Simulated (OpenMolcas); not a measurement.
## Mo IV: effect of the active space

```yaml
Program: OpenMolcas
Method: MS-CASPT2 or its RAS form, IPEA 0.25 Eh, imaginary shift 0.1 Eh
Basis: ANO-RCC-VDZP
Scalar_Hamiltonian: DKH2, point nucleus
Spin-orbit_coupling: RASSI with atomic mean-field integrals over the reference wave functions, term energies averaged over their components
```

A. 3 electrons in 5 orbitals (4d); 2S+1 = 4 even, 10 roots; 2S+1 = 2 even, 40 roots; closed shells correlated: 4s 4p; CASPT2 step about 5 core-seconds
B. 3 electrons in 9 orbitals (RAS2 4d 5s; RAS3 5p, at most 2 electrons); 2S+1 = 4 even, 20 roots; 2S+1 = 2 even, 65 roots kept (CI in the orbitals of an earlier block); 2S+1 = 4 odd, 30 roots; 2S+1 = 2 odd, 72 roots kept (CI in the orbitals of an earlier block); closed shells correlated: 4s 4p; CASPT2 step of the order of 2.3 core-minutes

Energies in cm-1 above 4d3 4F 3/2, the measured ground level; measured values from Sugar and Musgrove, J. Phys. Chem. Ref. Data 17, 155 (1988).

```tsv
Level	A	B	Measured
4d3 4F 3/2	0.0	0.0	0.0
4d3 4F 5/2	811	838	778
4d3 4F 7/2	1832	1889	1760
4d3 4F 9/2	2990	3080	2865
4d3 4P 1/2	10980	10910	10338
4d3 4P 3/2	10980	10920	10331
4d3 4P 5/2	12260	12210	11612
4d3 2G 7/2	12450	12770	11580
4d3 2G 9/2	13260	13590	12311
4d3 2P 1/2	15470	15750	14348
4d3 2H 9/2	17530	17820	15995
4d3 2D 5/2(1)	17770	18040	16809
4d3 2H 11/2	17970	18250	16357
4d3 2F 7/2	26760	26900	24787
4d3 2F 5/2	27100	27230	25100
4d3 2D 5/2(2)	41330	41410	38922
4d3 2D 3/2(2)	41780	41880
```

Deviations, from unrounded energies. A percentage is the sum of absolute deviations over the sum of measured energies, with the sign that they share, or ± where signs differ.

```json
{"Against measurement": "mean absolute deviation (cm-1)", "Levels": "15", "A": "1000", "B": "1200"}
{"Against measurement": "fine structure of the ground term (%)", "Levels": "3", "A": "+4.2", "B": "+7.4"}
{"Against measurement": "other terms of the ground configuration (%)", "Levels": "12", "A": "+7.4", "B": "+8.3"}
```

A lies closest to measurement on these levels. The largest miss of A in the table is 4d3 2D 5/2(2), by +2400 cm-1. The ranking rests on the paired levels alone, and a cruder setting can come out closer through cancelling errors.

The two smallest mean deviations differ by little beside CASPT2's spread within terms, so their order carries little weight.

Between A and B the level of the table that moves most is 4d3 2G 9/2, by 330 cm-1 (lowest in A, highest in B). Moves below CASPT2's spread within the term are not significant.

CASPT2 breaks the degeneracy within a term, and the mean is taken; among the terms shown or strongly mixed into the levels shown the widest spread is 620 cm-1 (4d3 4F, A). The basis is small and was not contracted for so high a charge. The CASPT2 spread within a term exceeds the gap to the next term for 4d3 2D(1) and 4d3 2H, so the order of their levels is uncertain (holds for A). Blocks of more than 70 roots (2S+1 = 2 odd) ran without multistate coupling (holds for B). Terms from blocks run as CI alone lack orbitals of their own (holds for B). Measured partners are found by configuration, term and J. A level has none where our copy of the source lacks it or the pairing is in doubt (some pairs that miss far off the trend of their configuration count as doubtful), and it then counts in no deviation. Only configurations of the active space appear. The table leaves out levels that lie high or whose names do not pair safely across all columns.

A number in round brackets counts repeated terms of one configuration in the order of the reference energies.
